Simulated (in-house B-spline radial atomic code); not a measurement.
Settings and results of a run for S⁹⁺. Level of theory: Dirac-Kohn-Sham wB97X, spherical fractional occupations, exact exchange averaged over the configuration, Fermi nucleus of rms radius 3.2611 fm; calculated with a radial B-spline atomic code at the basis-set limit.

Command:
```bash
python run_scf.py task.json out
```
Settings (nuclear radius in fm, mass in u):
```
Z                16
configuration    [He] 2s2 2p3
hamiltonian      dirac
method           wb97x
spin_polarised   False
nucleus          fermi
rms_radius       3.2611
atomic_mass      31.97207
speed_of_light   137.035999084
exact_exchange   averaged over the configuration
```

Output (hartree, bohr):
```
 radial grid: 62 intervals, B-splines of order 8, outer radius 4.1237 bohr

 iter        energy (Eh)    residual
    1        -348.901527    5.82e-01
    2        -352.270763    1.05e-01
    3        -352.323034    4.74e-02
    4        -352.332989    2.13e-02
    5        -352.335268    2.71e-03
    6        -352.335311    5.01e-05
    7        -352.335311    6.28e-05
    8        -352.335310    2.42e-06
    9        -352.335310    1.48e-06
   10        -352.335310    7.51e-07
   11        -352.335310    4.73e-08

 total energy                      -352.33531
 kinetic                             354.4017
 electron-nucleus                   -766.4316
 Hartree                              77.2324
 exact exchange                       -3.2254
 exchange-correlation                -14.3123

 first-order corrections (not in the total)
   Gaunt                             0.0790
   retardation                      -0.0045
   frequency dependence             -0.0000
   self-energy                       0.0622
   Uehling                          -0.0041
   Wichmann-Kroll                    0.0000
   recoil                            0.0054

 orbital      occ     eigenvalue          <r>       <r^2>       <1/r>       r_max    small
 1s1/2      2.000      -100.6965    0.0965093   0.0125201     15.6998     0.06322  3.25e-03
 2s1/2      2.000       -17.2473     0.439585    0.226979     3.35068      0.3698  5.89e-04
 2p1/2      1.000       -15.5834     0.389511    0.185119     3.28064       0.302  5.69e-04
 2p3/2      2.000       -15.5244     0.391216    0.186599     3.26022      0.3034  5.66e-04
```

Run time, properties included: 0.69 s on 1 thread of AMD EPYC 9R45 96-Core Processor, on a shared host.

For the Dirac Hamiltonian the kinetic term is c α·p + (β - 1)c².
